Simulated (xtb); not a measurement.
C4H9Cl3Sn, charge -1, doublet, at the geometry of the source list (GFN-xTB shapes and energies of metal compounds can be far from the true ones) (a state made from the parent by changing its charge; the spin is typed, not shown lowest), atoms displaced at random by about 0.05 Å a coordinate. Base run: GFN1-xTB (xtb).

Here is a job for xtb.
```
$ xtb mol.xyz --gfn 1 --chrg -1 --uhf 1 --opt --json

# file mol.xyz
17

C     -2.45595321     0.24410975     0.07898704
C     -1.11803079     0.34942943    -0.25126270
C     -0.30294334    -0.98438891     0.02189407
C      1.10182699    -0.97393340    -0.48190590
Sn     2.42427348     0.70035961     0.29826317
Cl     2.84558710     2.37868860    -1.17098102
Cl     1.71794647     1.75848829     2.29144873
Cl     4.57797084    -0.21747761     0.85492607
H     -3.09660953    -0.43859319    -0.62885559
H     -3.11402409     1.12884668    -0.11133690
H     -2.70399941    -0.15854844     1.12310615
H     -0.58810516     1.16369323     0.27588754
H     -0.93330903     0.59981708    -1.32119294
H     -0.33984942    -1.03392713     1.07402303
H     -0.83723996    -1.74610592    -0.40349355
H      1.62974608    -1.87741458    -0.21708596
H      1.09679019    -0.89750464    -1.49282256
```

Each row names what was changed in the base input (with any setting that the change needs).

```tsv
change	ΔE vs base (kcal/mol)	optimiser steps
base	0.000	34
opt level = vtight	-0.070	133
opt level = lax	0.115	17
alpb = methanol	-52.41	39
opt level = sloppy	0.161	15
engine = lbfgs	-0.047	-
opt level = loose	0.115	17
opt level = tight	-0.050	68
opt level = crude	0.94	10
alpb = hexane	-29.83	44
```
